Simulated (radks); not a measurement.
Species: S III. Configuration: [Ne] 3s2 3p2. Method: scalar-relativistic Kohn-Sham, Wu-Cohen GGA, spin-polarised, spherical densities, point nucleus; open shells are filled with parallel spins first; computed with a radial shooting solver on a logarithmic mesh with Libxc functionals. Some entries of the table are withheld. Estimate them.

| orbital | occ. | eigenvalue (hartree) | r(max) (bohr) |
|---|---|---|---|
| 1s up | 1 | -89.33591 | 0.06334 |
| 1s down | 1 | -89.32258 | 0.06333 |
| 2s up | 1 | -8.71464 | 0.3882 |
| 2s down | 1 | -8.70022 | 0.3884 |
| 2p up | 3 | -6.70226 | 0.3251 |
| 2p down | 3 | -6.68358 | 0.3254 |
| 3s up | 1 | -1.48588 | 1.368 |
| 3s down | 1 | -1.38615 | 1.362 |
| 3p up | 2 | (1) | 1.491 |
| 3p down | 0 | (2) | 1.492 |
| 3d up | 0 | -0.50808 | 1.834 |
| 4s up | 0 | -0.43798 | 3.645 |
| 3d down | 0 | -0.43023 | 1.905 |

Answer. 
(1) 3p up eigenvalue (hartree): -1.06546
(2) 3p down eigenvalue (hartree): -0.96883
